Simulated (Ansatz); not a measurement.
Be₂S₂⁺. Total charge 1; doublet. Geometry PBE0-D4/def2-TZVP, basis def2-TZVP, Ansatz.

```xyz
4

Be   -0.764    1.024    0.640
Be    0.344    0.953   -1.007
S     0.767   -1.025   -0.649
S    -0.347   -0.952    1.016
```

| run | HOMO (eV) | LUMO (eV) |
| --- | --- | --- |
| A | -14.30 | -5.79 |
| B | -11.07 | -10.65 |
| C | -11.20 | -10.44 |
| D | -12.05 | -9.68 |

Another isomer (doublet) lies 2.73 eV lower at PBE0-D4/def2-TZVP; other spin states weren't run for this one.

HOMO and LUMO are taken over both spins.

Task: The runs used HF, PBE, PBE0, r2SCAN. Estimate which is which.

Result: A HF (100 % exact exchange); B PBE (0 % exact exchange); C r2SCAN (0 % exact exchange); D PBE0 (25 % exact exchange). Exact exchange lowers occupied and raises empty levels; among semilocal functionals meta-GGAs tend to open the gap a little, and such runs are hard to tell apart. The gap grows from 0.42 eV (PBE) to 8.51 eV (HF).
